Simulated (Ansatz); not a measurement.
Spin gap between two states, R1 and P1; the higher of the two is an excited state, each structure at its B3LYP-D3(BJ)/def2-TZVP stationary point, reached from a drawn start (curvature not checked).
R1, H2Sn (SMILES [SnH2]) (charge 0, multiplicity 1):
```csv
atom,x (Å),y (Å),z (Å)
Sn,0.0000,0.0000,-0.8354
H,1.2652,0.0000,0.4176
H,-1.2652,0.0000,0.4176
```
P1, H2Sn (SMILES [SnH2]) (charge 0, multiplicity 3):
| atom | x (Å) | y (Å) | z (Å) |
|---|---|---|---|
| Sn | 0.0000 | 0.0000 | -0.5842 |
| H | 1.4885 | 0.0000 | 0.2922 |
| H | -1.4885 | 0.0000 | 0.2922 |

P less R. No zero-point or thermal terms; singlets are restricted closed shells; open shells are unrestricted; no spin–orbit coupling.

Cores are frozen in the correlated methods. In cc and def2 sets filled d and f shells under p-block atoms count as core.

Programs: Ansatz (Gaussian orbitals). Each number belongs to the level named beside it. Elements past Kr take the def2 small-core potentials, without spin–orbit coupling.

Total energies in hartree:

```
structure  PBE/def2-TZVPP  B3LYP/def2-TZVPP  CCSD(T)/def2-QZVPP
---------  --------------  ----------------  ------------------
R1            -215.449048       -215.538720         -214.603455
P1            -215.405123       -215.490647         -214.562557
```

Q: Work out the spin gap at each level in kcal/mol (1 hartree = 627.50947 kcal/mol), and say how far PBE/def2-TZVPP lies from CCSD(T)/def2-QZVPP.

A: 
- PBE/def2-TZVPP: (-215.405123) − (-215.449048) = 0.043925 hartree = 27.56 kcal/mol
- B3LYP/def2-TZVPP: (-215.490647) − (-215.538720) = 0.048073 hartree = 30.17 kcal/mol
- CCSD(T)/def2-QZVPP: (-214.562557) − (-214.603455) = 0.040898 hartree = 25.66 kcal/mol
PBE/def2-TZVPP less CCSD(T)/def2-QZVPP: 1.90 kcal/mol. CCSD(T)/def2-QZVPP is the level counted from, the highest shown, and no exact or measured value.

Ansatz is a first-principles code.
